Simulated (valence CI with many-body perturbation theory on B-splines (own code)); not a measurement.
**Questions on Os⁷⁰⁺**

Method: relativistic CI+MBPT: four valence electrons over a frozen Dirac-Fock core [He], radial functions for each j: 11 s, 11 p, 9 d, 7 f, 5 g, 2 h, 1 i, with the one-electron correlation potential Σ1 (screened to all orders), the two-electron term Σ2, the three-electron term Σ3, Breit, model QED; selected single and double excitations, second order for the rest (own B-spline code, finite nucleus).

The last digits are not significant, and no measured levels were compared; by estimate large intervals hold to a few tenths of a per cent, small ones and those within an open d or f shell to about a per cent. Among the levels kept, up to 300 cm⁻¹ of a level comes from second order outside the variational space, and about a tenth of that is noise between levels of different J, which matters for small intervals.

Levels are named by their leading jj configuration (3d3/2^4 stands for four electrons in 3d with j = 3/2), which in mixed levels can hold well under half, so a name can repeat and another be missing.

Rates and lifetimes use the calculated energies. Strong lines usually hold to 10 to 20 %, long lifetimes can be off by a factor of two.

(1) What is the ground level?

(2) What is the ionisation energy?

(3) How well does LS coupling describe the low levels?

(4) Among levels below 13839 eV, which E1 lines absorb most strongly from the ground level?

(5) Name the longest-lived excited levels whose lifetime is computed, and their main decay.

(6) What are the static dipole polarisabilities of the lowest levels?

(7) Where does the other parity begin?

## Answers

(1) (2s^2 2p1/2^2) J=0, composition 68 % 2s2.2p2 3P + 32 % 2s2.2p2 1S.

(2) 19604 eV; NIST lists 19600 ± 60 eV (theoretical).

(3) Among the lowest 20 levels the leading LS term, summed over configurations, holds 67 % on average. For single configurations the figures are 67 % in LS and 100 % in jj coupling. Terms mix most in the J = 1 level at 2005 eV, where the leading one holds 31 %.

(4) to (2s^2 2p1/2 3d3/2) J=1 at 0.1054 nm, f = 1.08; to (2s 2p1/2^2 3p1/2) J=1 at 0.1080 nm, f = 0.317; to (2s 2p1/2^2 3p3/2) J=1 at 0.1036 nm, f = 0.282.

(5) (2s^2 2p1/2 2p3/2) J=2 at 1616 eV lives 6.79 ns, mostly by E2 to (2s^2 2p1/2^2) J=0; (2s^2 2p1/2 2p3/2) J=1 at 1598 eV lives 40.2 ps, mostly by M1 to (2s^2 2p1/2^2) J=0; (2s 2p1/2^2 2p3/2) J=2 at 1914 eV lives 28.0 ps, mostly by E1 to (2s^2 2p1/2 2p3/2) J=1.

(6) (2s^2 2p1/2^2) J=0 6.45e-05 bohr³, of which the core gives 1.92e-07.

(7) At (2s 2p1/2^2 2p3/2) J=2, 1914 eV.
